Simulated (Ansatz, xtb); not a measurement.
**Relaxing a trial structure of C2H7AlS2**

The starting geometry of this gas-phase singlet was built from a drawn formula by distance geometry and a force field; its bonds are those of `S[CH2][AlH][CH2]S`.

```yaml
atoms:
  - { symbol: C, position_ang: [-0.0082, -0.7712, 0.8744] }
  - { symbol: C, position_ang: [-1.1721, 1.3147, -1.6307] }
  - { symbol: Al, position_ang: [-0.9388, 0.9221, 0.3484] }
  - { symbol: S, position_ang: [-0.8721, -2.2103, 0.1837] }
  - { symbol: S, position_ang: [-2.9388, 1.4310, -2.0349] }
  - { symbol: H, position_ang: [-0.0156, -3.1418, 0.7355] }
  - { symbol: H, position_ang: [-0.0090, -0.8547, 2.0081] }
  - { symbol: H, position_ang: [1.0416, -0.7640, 0.5099] }
  - { symbol: H, position_ang: [-1.5105, 1.9261, 1.4267] }
  - { symbol: H, position_ang: [-0.6513, 2.3222, -1.8057] }
  - { symbol: H, position_ang: [-0.6388, 0.5392, -2.2182] }
  - { symbol: H, position_ang: [-3.0889, 0.0372, -1.8305] }
```

Problem. Predict what it relaxes into with r2SCAN-D4/def2-SVP.

Solution. A new bond forms, giving a structure given below by its coordinates. Contacts that close: Al3–S5 (3.15 → 2.47 Å).

The energy falls by 0.73 eV over 23 steps:

| step | E − E(last) (eV) |
| --- | --- |
| 1 | 0.725 |
| 3 | 0.376 |
| 6 | 0.115 |
| 8 | 0.090 |
| 11 | 0.082 |
| 13 | 0.074 |
| 16 | 0.028 |
| 18 | 0.004 |
| 21 | 0.000 |
| 23 | 0.000 |

Final geometry (Å):

```xyz
12

C    -0.2495   -0.6906    0.8758
C    -1.0299    1.3338   -1.6803
Al   -0.7060    1.1360    0.2402
S    -0.3234   -1.8676   -0.5182
S    -2.7395    0.7579   -1.1176
H    -0.5066   -3.0241    0.1632
H    -0.9971   -0.9722    1.6381
H     0.7409   -0.7411    1.3605
H    -0.7408    2.3776    1.2253
H    -1.1852    2.3442   -2.0862
H    -0.6706    0.6647   -2.4740
H    -2.3950   -0.5681   -1.0603
```

From the same start GFN2-xTB reaches the same bonding as this run.

No frequencies were run, so the end isn't proven a minimum. Run with Ansatz 0.2.0, 120 s on 2 threads of Intel(R) Xeon(R) Processor @ 2.50GHz (Skylake/Cascade Lake), with other jobs on the host.
